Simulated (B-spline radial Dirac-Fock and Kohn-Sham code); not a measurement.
**L3 electron-impact ionisation of neutral atoms, Sb to Eu**

Method: the relativistic binary-encounter-Bethe (RBEB) model with Dirac-Fock orbital kinetic energies; direct ionisation only. Computed with a radial atomic solver. It is a semi-empirical estimate, with tabulated edges as binding energies. Cross sections in barn.

| Z | element | 2 keV | 5 keV | 10 keV | 20 keV | 30 keV | 200 keV |
| --- | --- | --- | --- | --- | --- | --- | --- |
| 51 | Sb | – | 444 | 2030 | 2590 | 2500 | 1250 |
| 52 | Te | – | 290 | 1770 | 2350 | 2290 | 1170 |
| 53 | I | – | 167 | 1540 | 2130 | 2100 | 1100 |
| 54 | Xe | – | 68.5 | 1330 | 1920 | 1920 | 1030 |
| 55 | Cs | – | – | 1150 | 1740 | 1770 | 969 |
| 56 | Ba | – | – | 988 | 1580 | 1620 | 912 |
| 57 | La | – | – | 850 | 1430 | 1490 | 860 |
| 58 | Ce | – | – | 729 | 1300 | 1370 | 812 |
| 59 | Pr | – | – | 624 | 1180 | 1270 | 768 |
| 60 | Nd | – | – | 532 | 1080 | 1170 | 727 |
| 61 | Pm | – | – | 451 | 981 | 1080 | 688 |
| 62 | Sm | – | – | 379 | 893 | 997 | 652 |
| 63 | Eu | – | – | 316 | 812 | 921 | 619 |
